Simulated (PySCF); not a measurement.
All values below come from PBE-D3(BJ)/def2-TZVP // PBE0-D3(BJ)/def2-TZVP (PySCF 2.14.0). All species are isolated molecules in the gas phase. 

Reference species (SMILES): `F[C]F` (excited triplet) (neutral, multiplicity 3).

| Item | Value |
|---|---|
| dipole moment | 0.16 D |

Changed species: `F[C][SiH3]` (lower triplet) (X = silyl, multiplicity 3; the reference has X = fluoro, multiplicity 3).

**Question.** Predict the effect on the dipole moment.

**Answer.** the dipole moment goes up by 0.60 D, to 0.76 D.
